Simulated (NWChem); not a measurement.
System: MoNHOClF; SMILES [Mo](=[NH])([Cl])([F])=[O]

Excerpt of the output:

```
             Northwest Computational Chemistry Package (NWChem) 7.3.0
             --------------------------------------------------------

 C1  symmetry detected

                             Geometry "geometry" -> ""
                             -------------------------

 Output coordinates in angstroms (scale by  1.889725989 to convert to a.u.)

  No.       Tag          Charge          X              Y              Z
 ---- ---------------- ---------- -------------- -------------- --------------
    1 Mo                  42.0000     0.03462572    -0.27238142     0.01907679
    2 O                    8.0000     0.90209666    -0.72851018     1.36083640
    3 N                    7.0000     0.94690158    -0.72836235    -1.35563626
    4 H                    1.0000     1.81509315    -1.13520464    -1.70549791
    5 F                    9.0000    -1.58885982    -1.15060828    -0.04406718
    6 Cl                  17.0000    -0.16557172     1.99160687    -0.00566824

 Effective nuclear repulsion energy (a.u.)     590.2007033042

                                 NWChem DFT Module
                                 -----------------

 Summary of "ao basis" -> "ao basis" (spherical)
 ------------------------------------------------------------------------------
       Tag                 Description            Shells   Functions and Types
 ---------------- ------------------------------  ------  ---------------------
 Mo                         def2-svp                11       31   5s3p2d1f
 O                          def2-svp                 6       14   3s2p1d
 N                          def2-svp                 6       14   3s2p1d
 H                          def2-svp                 3        5   2s1p
 F                          def2-svp                 6       14   3s2p1d
 Cl                         def2-svp                 8       18   4s3p1d

            General Information
            -------------------
          SCF calculation type: DFT
          Wavefunction type:  closed shell.
          No. of atoms     :     6
          No. of electrons :    56
           Alpha electrons :    28
            Beta electrons :    28
          Charge           :     0
          Spin multiplicity:     1
          Use of symmetry is: off; symmetry adaption is: off
          Maximum number of iterations: 150
          AO basis - number of functions:    96
                     number of shells:    40
          Convergence on energy requested:  1.00D-06
          Convergence on density requested:  1.00D-05
          Convergence on gradient requested:  5.00D-04

              XC Information
              --------------
                       PW6B95 Method XC Functional
                     Hartree-Fock (Exact) Exchange  0.280
                    PW6B95 GGA Exchange Functional  0.720
                      PW6B95 Correlation Potential  1.000

             Grid Information
             ----------------
          Grid used for XC integration:  medium
          Radial quadrature: Mura-Knowles
          Angular quadrature: Lebedev.
          Tag              B.-S. Rad. Rad. Pts. Rad. Cut. Ang. Pts.
          ---              ---------- --------- --------- ---------
          Mo                  1.45      123           9.0       590
          O                   0.60       49           9.0       434
          N                   0.65       49           8.0       434
          H                   0.35       45          11.0       434
          F                   0.50       49          10.0       434
          Cl                  1.00       88          11.0       590
          Grid pruning is: on
          Number of quadrature shells:   403
          Spatial weights used:  Erf1

      Superposition of Atomic Density Guess
      -------------------------------------

 Sum of atomic energies:        -765.34263298

      Non-variational initial energy
      ------------------------------

 Total energy =    -755.781708
 1-e energy   =   -1602.308951
 2-e energy   =     576.927640
 HOMO         =      -0.382658
 LUMO         =      -0.038487

     ---------------------------------------------
      Total Density - Mulliken Population Analysis
     ---------------------------------------------

    Atom       Charge   Shell Charges
 -----------   ------   -------------------------------------------------------
    1 Mo  14    11.07  -0.39  1.55  0.87  0.22  0.04  5.95  0.28  0.10  2.01  0.34  0.08
    2 O    8     9.06   1.99  1.16  0.75  3.17  1.97  0.01
    3 N    7     8.03   1.99  1.10  0.57  2.63  1.72  0.01
    4 H    1     0.74   0.58  0.12  0.04
    5 F    9     9.66   1.99  1.15  0.81  3.54  2.17  0.00
    6 Cl  17    17.45   2.00  1.99  1.23  0.72  5.94  2.17  3.39  0.01

   convergence    iter        energy       DeltaE   RMS-Dens  Diis-err
 ---------------- ----- ----------------- --------- --------- ---------
 d= 0,ls=0.0,diis     1   -758.7572876134 -1.03D+03  5.16D-02  3.93D+00
 d= 0,ls=0.0,diis     2   -751.6650681490  7.09D+00  4.28D-02  5.90D+01
 d= 0,ls=0.0,diis     3   -759.0705525684 -7.41D+00  9.87D-03  1.84D+00
 d= 0,ls=0.0,diis     4   -759.2185632065 -1.48D-01  3.92D-03  3.89D-01
 d= 0,ls=0.0,diis     5   -759.2414456424 -2.29D-02  2.06D-03  1.28D-01
  Resetting Diis
 d= 0,ls=0.0,diis     6   -759.2553810898 -1.39D-02  4.72D-04  8.16D-03
 d= 0,ls=0.0,diis     7   -759.2560405119 -6.59D-04  8.28D-04  1.50D-03
 d= 0,ls=0.0,diis     8   -759.2548710776  1.17D-03  5.99D-04  1.27D-02
 d= 0,ls=0.0,diis     9   -759.2561752079 -1.30D-03  1.30D-04  3.53D-04
 d= 0,ls=0.0,diis    10   -759.2562168808 -4.17D-05  1.21D-05  2.13D-06
 d= 0,ls=0.0,diis    11   -759.2562170342 -1.53D-07  6.45D-06  7.68D-07

         Total DFT energy =     -759.256217034204
      One electron energy =    -1605.811678351607
           Coulomb energy =      639.930840853258
    Exchange-Corr. energy =      -62.974982941741
 Nuclear repulsion energy =      269.599603405886

 Numeric. integr. density =       55.999996039831

                       DFT Final Molecular Orbital Analysis
                       ------------------------------------

 Vector   26  Occ=2.000000D+00  E=-3.578949D-01
              MO Center= -9.1D-04,  1.4D+00,  1.7D-01, r^2= 2.6D+00
   Bfn.  Coefficient  Atom+Function         Bfn.  Coefficient  Atom+Function
  ----- ------------  ---------------      ----- ------------  ---------------
    89      0.433572  6 Cl px                91      0.354461  6 Cl pz
    86      0.329585  6 Cl px                88      0.271268  6 Cl pz
    36     -0.193543  2 O  py                83      0.189774  6 Cl px
    85      0.155987  6 Cl pz                37     -0.151446  2 O  pz
    39     -0.148027  2 O  py                90      0.114363  6 Cl py

 Vector   27  Occ=2.000000D+00  E=-3.482661D-01
              MO Center=  3.9D-01, -1.1D-01, -6.0D-01, r^2= 3.5D+00
   Bfn.  Coefficient  Atom+Function         Bfn.  Coefficient  Atom+Function
  ----- ------------  ---------------      ----- ------------  ---------------
    49      0.283851  3 N  px                91     -0.270537  6 Cl pz
    50      0.244521  3 N  py                52     -0.208433  3 N  px
    88     -0.209387  6 Cl pz                51      0.206304  3 N  pz
    53     -0.191564  3 N  py                19     -0.170605  1 Mo d  2
    54     -0.152905  3 N  pz                35      0.144981  2 O  px

 Vector   28  Occ=2.000000D+00  E=-3.317985D-01
              MO Center=  5.2D-01,  1.8D-01, -5.0D-01, r^2= 3.7D+00
   Bfn.  Coefficient  Atom+Function         Bfn.  Coefficient  Atom+Function
  ----- ------------  ---------------      ----- ------------  ---------------
    51      0.330190  3 N  pz                91      0.313348  6 Cl pz
    54     -0.246368  3 N  pz                50     -0.236639  3 N  py
    88      0.232916  6 Cl pz                35      0.231013  2 O  px
    89     -0.210639  6 Cl px                53      0.183933  3 N  py
    38      0.168265  2 O  px                86     -0.156645  6 Cl px

 Vector   29  Occ=0.000000D+00  E=-1.052278D-01
              MO Center=  5.1D-02, -1.8D-01, -4.6D-02, r^2= 2.3D+00
   Bfn.  Coefficient  Atom+Function         Bfn.  Coefficient  Atom+Function
  ----- ------------  ---------------      ----- ------------  ---------------
    15      0.637555  1 Mo d -2              19     -0.445447  1 Mo d  2
    89     -0.234219  6 Cl px                54      0.205250  3 N  pz
    51     -0.203780  3 N  pz                37     -0.192996  2 O  pz
     6     -0.180298  1 Mo px                17      0.169398  1 Mo d  0
    40     -0.165030  2 O  pz                 9      0.154896  1 Mo px

 Vector   30  Occ=0.000000D+00  E=-8.461549D-02
              MO Center=  2.9D-01, -3.4D-01,  4.9D-03, r^2= 2.1D+00
   Bfn.  Coefficient  Atom+Function         Bfn.  Coefficient  Atom+Function
  ----- ------------  ---------------      ----- ------------  ---------------
    16      0.750694  1 Mo d -1              18     -0.317765  1 Mo d  1
    36     -0.281198  2 O  py                53      0.268704  3 N  py
    39     -0.263166  2 O  py                50     -0.240998  3 N  py
    91     -0.163627  6 Cl pz                21      0.133747  1 Mo d -1
    49     -0.124093  3 N  px                70     -0.119349  5 F  pz

 Vector   31  Occ=0.000000D+00  E=-6.614407D-02
              MO Center=  2.2D-01, -1.5D-01, -1.3D-01, r^2= 2.6D+00
   Bfn.  Coefficient  Atom+Function         Bfn.  Coefficient  Atom+Function
  ----- ------------  ---------------      ----- ------------  ---------------
    19      0.627994  1 Mo d  2              90     -0.382285  6 Cl py
    17      0.365231  1 Mo d  0              15      0.361245  1 Mo d -2
    82      0.273876  6 Cl s                 53     -0.252964  3 N  py
    50      0.239044  3 N  py                48     -0.225536  3 N  s
    24      0.196712  1 Mo d  2              36     -0.190480  2 O  py

     ---------------------------------------------
      Total Density - Mulliken Population Analysis
     ---------------------------------------------

    Atom       Charge   Shell Charges
 -----------   ------   -------------------------------------------------------
    1 Mo  14    13.00  -0.40  1.64  0.81  0.23 -0.01  6.00  0.48  0.15  3.49  0.50  0.10
    2 O    8     8.32   1.99  1.14  0.77  2.76  1.65  0.01
    3 N    7     7.31   1.99  1.05  0.56  2.33  1.36  0.01
    4 H    1     0.82   0.69  0.08  0.04
    5 F    9     9.36   1.99  1.13  0.83  3.33  2.07  0.00
    6 Cl  17    17.19   2.00  1.99  1.28  0.68  5.93  2.16  3.14  0.02

     -------------------------------------------
      Total Density - Lowdin Population Analysis
     -------------------------------------------

    Atom       Charge   Shell Charges
 -----------   ------   -------------------------------------------------------
    1 Mo  14    13.96   0.00  0.98  0.91  0.31  0.12  5.62  0.97  0.34  3.21  1.34  0.16
    2 O    8     8.10   1.98  0.99  0.66  2.64  1.80  0.02
    3 N    7     7.05   1.97  0.81  0.47  2.18  1.58  0.03
    4 H    1     0.89   0.57  0.19  0.13
    5 F    9     9.16   1.98  1.03  0.76  3.22  2.17  0.01
    6 Cl  17    16.85   2.00  1.96  1.03  0.73  5.82  2.27  3.02  0.02

     Multipole analysis of the density
     ---------------------------------

     L   x y z        total         alpha         beta         nuclear
     -   - - -        -----         -----         ----         -------
     0   0 0 0     -0.000000    -28.000000    -28.000000     56.000000

     1   1 0 0      0.536850      1.184489      1.184489     -1.832127
     1   0 1 0     -0.201147     -7.306741     -7.306741     14.412335
     1   0 0 1     -0.526318      0.241540      0.241540     -1.009397

     2   2 0 0    -36.795994    -88.541291    -88.541291    140.286587
     2   1 1 0     -2.372384      1.367590      1.367590     -5.107563
     2   1 0 1     -3.331481      1.200070      1.200070     -5.731620
     2   0 2 0    -38.527738   -179.305277   -179.305277    320.082816
     2   0 1 1      1.772825     -1.092785     -1.092785      3.958395
     2   0 0 2    -37.930306    -73.622247    -73.622247    109.314189
```

Level: PW6B95/def2-SVP with def2 effective core potentials on Mo. Geometry: optimised at PBE0/def2-SVP. def2 effective core potentials on Mo; no spin-orbit coupling.

### Question
Write an input that gives this output.

### Answer
This is not unique; one that fits is the input that was run:
```
start job
memory heap 200 mb stack 900 mb global 1100 mb
geometry units angstroms noautoz
  Mo     0.003580    -0.244290    -0.022640
  O      0.827650    -0.752781     1.327628
  N      0.927163    -0.708444    -1.387029
  H      1.787734    -1.139224    -1.726921
  F     -1.647525    -1.064454    -0.132904
  Cl    -0.118157     2.025378    -0.011614
end
basis spherical
  Mo library def2-svp
  O library def2-svp
  N library def2-svp
  H library def2-svp
  F library def2-svp
  Cl library def2-svp
end
ecp
  Mo library def2-ecp
end
dft
  xc pw6b95
  iterations 150
  mulliken
end
task dft energy
```
